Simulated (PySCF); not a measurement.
**Property card for `N#C/C=C/c1c([se]nc1)C`**

Species: C7H6N2Se.
SMILES with atom numbers: `[CH3:1][c:2]1[se:3][n:4][cH:5][c:6]1/[CH:7]=[CH:8]/[C:9]#[N:10]` (hydrogens: H11, H12, H13 on C1; H14 on C5; H15 on C7; H16 on C8)

Structural features include: nitrile, C=C double bond, pyridine-type ring nitrogen and selenium bound to carbon.

**PBE0-D3(BJ)/def2-SVP geometry optimisation, gas phase (PySCF)**

```
Point group                  : Cs
Rotational constants A, B, C : 2.858, 0.424, 0.370 GHz
```

From wB97X-D/def2-SVPD ground state and vertical TDDFT (core frozen in the response) (PySCF):

```
Dipole moment                                                     : 4.38 D
HOMO energy                                                       : -8.76 eV
LUMO energy                                                       : -0.70 eV
HOMO–LUMO gap                                                     : 8.06 eV
Lowest singlet excitation                                         : 4.56 eV (272 nm, f = 0.681)
Strongest line among the 6 lowest singlet transitions             : S1 at 4.56 eV (272 nm, f = 0.681)
Static isotropic polarisability                                   : 130.2 au
Electronic spatial extent ⟨r²⟩ about the centre of nuclear charge : 2602 bohr²
```

Monoisotopic mass from the formula: 197.9696 u.

The rotational constants make it an asymmetric top with κ = (2B − A − C)/(A − C) = -0.96, nearer the prolate limit (−1). The largest Löwdin shares of the HOMO are 0.21 on Se3, 0.16 on C8, 0.15 on C6 and 0.09 on C7. The dipole equals about 14.6 × 10⁻³⁰ C·m (1 D = 3.33564 × 10⁻³⁰ C·m). The polarisability is 19.30 Å³ as a volume (1 au = 0.148185 Å³), or 1.36 au for each of the 96 electrons.

 Relativistic effects, spin–orbit coupling among them, are left out although an element past zinc is present.

Conformer computed: `[CH3:1][c:2]1[se:3][n:4][cH:5][c:6]1/[CH:7]=[CH:8]/[C:9]#[N:10]`: C5–C6–C7–C8 0°.

One conformer stands for the species.
